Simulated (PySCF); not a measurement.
Cl$_{6}$W, triplet, at a GFN2-xTB geometry (such geometries of metal compounds can be far from the true shape) (the multiplicity is a formal guess) (core potentials on W); PySCF with DF-M062X/def2-SVP.

PySCF was given this input:
```python
from pyscf import gto, scf, dft

mol = gto.Mole()
mol.atom = '''
    W     0.00000000    0.00000000    0.00000000
    Cl    2.10254956    0.93336534   -0.68471804
    Cl    0.64289611    0.11169313    2.12638097
    Cl   -0.64289611   -0.11169313   -2.12638097
    Cl   -2.10254956   -0.93336534    0.68471804
    Cl   -0.85580350    2.23794308    0.14119289
    Cl    0.85580350   -2.23794308   -0.14119289
'''
mol.basis = 'def2-svp'
mol.ecp = {'W': 'def2-svp'}
mol.spin = 2
mol.verbose = 5
mol.build()

mf = dft.UKS(mol)
mf.xc = 'm062x'
mf.grids.radi_method = dft.radi.mura_knowles
mf = mf.density_fit(auxbasis='def2-universal-jkfit')
mf.kernel()
```

It wrote (shortened):

```
PySCF version 2.14.0

[INPUT] verbose = 5
[INPUT] max_memory = 4000
[INPUT] num. atoms = 7
[INPUT] num. electrons = 116
[INPUT] charge = 0
[INPUT] spin (= nelec alpha-beta = 2S) = 2
[INPUT] symmetry False subgroup None
[INPUT] Mole.unit = angstrom
[INPUT] Symbol           X                Y                Z      unit          X                Y                Z       unit  Magmom
[...]
[INPUT] ---------------- BASIS SET ----------------
[INPUT] l, kappa, [nprim/nctr], expnt,             c_1 c_2 ...
[INPUT] W
[...]
                                12                1.0014141748
[...]
                                6.084876          -0.66720686321
                                1.2523777812      0.52090351989
                                0.58569208922     0.51885687511
[...]
                                1.623745245       0.18452733732
                                0.69187452392     0.44121676843
                                0.27865835325     0.431584092415
[...]
[INPUT] Cl
[...]
                                1571.7365221      0.014754727977
                                357.12065523      0.066679112875
                                100.25185935      0.17228924084
                                30.812727554      0.158837861
[...]
                                5.7045760975      0.60841752753
                                2.3508376809      0.54352153355
[...]
                                72.102015515      -0.063563355471
                                22.532680262      -0.24016428276
                                7.8991765444      -0.47798866557
                                2.8767268321      -0.38515850005
[...]
nuclear repulsion = 975.415083150402
number of shells = 60
number of NR pGTOs = 273
number of NR cGTOs = 140
basis = def2-svp
ecp = {'W': 'def2-svp'}

******** <class 'pyscf.df.df_jk.DFUKS'> ********
method = DFUKS
initial guess = minao
damping factor = 0
level_shift factor = 0
DIIS = <class 'pyscf.scf.diis.CDIIS'>
diis_start_cycle = 1
diis_space = 8
diis_damp = 0
SCF conv_tol = 1e-09
SCF conv_tol_grad = None
SCF max_cycles = 50
direct_scf = False
number electrons alpha = 59  beta = 57
XC library pyscf.dft.libxc version 7.1.2
    S. Lehtola, C. Steigemann, M. J. T. Oliveira, and M. A. L. Marques,  SoftwareX 7, 1–5 (2018)
XC functionals = m062x
    Y. Zhao and D. G. Truhlar,  Theor. Chem. Acc. 120, 215 (2008)
    Y. Zhao and D. G. Truhlar,  Theor. Chem. Acc. 120, 215 (2008)
radial grids: Mura-Knowles [JCP 104, 9848 (1996); DOI:10.1063/1.471749] log3 quadrature radial grids
becke partition: Becke, JCP 88, 2547 (1988); DOI:10.1063/1.454033
pruning grids: <function nwchem_prune>
grids dens level: 3
symmetrized grids: False
atomic radii adjust function: <function treutler_atomic_radii_adjust>
small_rho_cutoff = 0
Set gradient conv threshold to 3.16228e-05
Density of valence part of ANO basis will be used as initial guess for W
atom W rad-grids = 100, ang-grids = [ 50  50  50  50  50  50  50  50  50  50  50  50  50  50  50  50  50  50
  50  50  50  50  50  50  50  50  50  50  50  50  50  50  50  50  50  50
  86  86  86  86  86  86  86  86  86  86  86  86  86  86  86  86  86  86
  86  86 350 350 350 350 350 350 350 350 350 350 350 350 350 434 434 434
 434 434 434 434 434 434 434 434 434 434 434 434 434 434 434 434 434 350
 350 350 350 350 350 350 350 350 350 350]
atom Cl rad-grids = 80, ang-grids = [ 50  50  50  50  50  50  50  50  50  50  50  50  50  50  50  50  50  50
  50  50  50  50  50  50  50  50  86  86  86  86  86  86  86  86  86  86
  86  86  86  86  86 350 350 350 350 350 350 350 350 350 350 434 434 434
 434 434 434 434 434 434 434 434 434 434 434 434 434 350 350 350 350 350
 350 350 350 350 350 350 350 350]
tot_boxes 4096, boxes in each direction [14 14 14]
Padding 0 grids
tot grids = 126104
nelec by numeric integration = [57.53450095 57.53450095]
******** <class 'pyscf.df.df.DF'> ********
auxbasis = def2-universal-jkfit
num shells = 273, num cGTOs = 995
size of aux basis 995
[...]
 -1.51637170e-01 -4.90139543e-02 -3.05080373e-02  5.80780219e-02
  8.41473339e-02  8.57874079e-02  8.92003341e-02  1.58959890e-01
  2.87134142e-01  3.10165799e-01  3.14715442e-01  3.21525847e-01
  3.39693764e-01  4.62856646e-01  4.63337047e-01  4.88263305e-01
  5.80694667e-01  5.92044322e-01  5.92626754e-01  6.14547509e-01
  6.20747147e-01  6.33280257e-01  6.39054246e-01  6.51949871e-01
  7.14256972e-01  7.14461050e-01  7.33512538e-01  7.36368645e-01
  7.57718112e-01  7.68321780e-01  7.68575681e-01  7.71340066e-01
  7.78701238e-01  7.83299916e-01  7.83950503e-01  7.90986948e-01
  7.96321476e-01  7.96733581e-01  7.98533320e-01  7.98533482e-01
  7.98569808e-01  8.12066236e-01  8.14187414e-01  8.16816757e-01
  8.24664714e-01  8.25728064e-01  8.36070176e-01  8.36611158e-01
  8.38302584e-01  8.49561278e-01  9.11426327e-01  9.18560152e-01
  9.23681683e-01  9.58500654e-01  1.00877708e+00  1.02008804e+00
  1.03342680e+00  1.04754518e+00  1.04850274e+00  1.09686695e+00
  1.10803933e+00  1.13346282e+00  1.14518219e+00  1.14700568e+00
  1.15394877e+00  1.23981487e+00  1.24178654e+00  1.24460085e+00
  1.24517359e+00  1.24890467e+00  1.26705449e+00  1.27630003e+00
  1.43684628e+00  1.45557064e+00  1.65367280e+00  1.66306467e+00
  1.80655326e+00  1.87219296e+00  6.80854855e+01  5.75985401e+02]
  beta  mo_energy =
[-1.02682473e+02 -1.02682390e+02 -1.02677678e+02 -1.02677628e+02
 -1.02677599e+02 -1.02677581e+02 -9.85398594e+00 -9.85395995e+00
 -9.84667677e+00 -9.84664776e+00 -9.84664487e+00 -9.84662950e+00
 -7.57776506e+00 -7.57776319e+00 -7.57572084e+00 -7.57571307e+00
 -7.57566703e+00 -7.57565944e+00 -7.57056724e+00 -7.57055175e+00
 -7.57053829e+00 -7.57052810e+00 -7.56718987e+00 -7.56718727e+00
 -7.56717407e+00 -7.56716662e+00 -7.56518549e+00 -7.56518081e+00
 -7.56517181e+00 -7.56516657e+00 -3.27341578e+00 -1.89788291e+00
 -1.85917141e+00 -1.85754947e+00 -9.76622097e-01 -9.42944952e-01
 -9.35611146e-01 -9.22381091e-01 -9.18200188e-01 -9.16179825e-01
 -5.57169809e-01 -5.18898112e-01 -5.08445164e-01 -5.04616627e-01
 -5.02741810e-01 -4.66771151e-01 -4.64244910e-01 -4.62725188e-01
 -4.53743658e-01 -4.15535002e-01 -4.14623863e-01 -4.12164304e-01
 -4.11147546e-01 -3.91322683e-01 -3.91238334e-01 -3.73205366e-01
 -3.65335732e-01 -2.71005636e-01 -1.36769896e-01 -1.36678492e-01
 -1.17678916e-01 -3.33622112e-02 -1.62871372e-02  6.01262962e-02
  8.69861160e-02  9.24112874e-02  9.43626750e-02  1.73290874e-01
  3.04913503e-01  3.11581491e-01  3.16231271e-01  3.23697699e-01
  3.43096228e-01  4.78859837e-01  4.80579812e-01  4.95397692e-01
  5.80657790e-01  5.99852737e-01  6.00094405e-01  6.38233898e-01
  6.39770389e-01  6.45350878e-01  6.45628555e-01  6.56067721e-01
  7.21927685e-01  7.21944867e-01  7.37001300e-01  7.43624074e-01
  7.60362861e-01  7.69265439e-01  7.69562846e-01  7.78686705e-01
  7.89471164e-01  7.93677263e-01  7.97959318e-01  7.98343591e-01
  8.07280513e-01  8.09694592e-01  8.12649062e-01  8.12857313e-01
  8.16420835e-01  8.17730688e-01  8.18357106e-01  8.28597538e-01
  8.29897193e-01  8.33268201e-01  8.44492716e-01  8.45464668e-01
  8.47720268e-01  8.52952844e-01  9.26609193e-01  9.27134073e-01
  9.32663191e-01  9.80807938e-01  1.02492084e+00  1.02921345e+00
  1.04558192e+00  1.04908029e+00  1.04991911e+00  1.10403705e+00
  1.11673534e+00  1.13741210e+00  1.16272978e+00  1.18615019e+00
  1.18692897e+00  1.24782160e+00  1.24903582e+00  1.24973439e+00
  1.24976334e+00  1.25795207e+00  1.27728075e+00  1.27897180e+00
  1.44239791e+00  1.45650178e+00  1.66635690e+00  1.67447031e+00
  1.79966804e+00  1.87404260e+00  6.80677815e+01  5.76002840e+02]
multiplicity <S^2> = 2.0117333  2S+1 = 3.007812
nelec by numeric integration = [58.99999834 56.99999853]
E1 = -5869.28899817118  E2 = 2066.5142120031087  Ecoul = 2243.372905973407  Exc = -176.8586939702984
Extra cycle  E= -2827.35970301767  delta_E= -3.3e-10  |g|= 6.07e-06  |ddm|= 4.28e-05
converged SCF energy = -2827.35970301767  <S^2> = 2.0117333  2S+1 = 3.007812
```
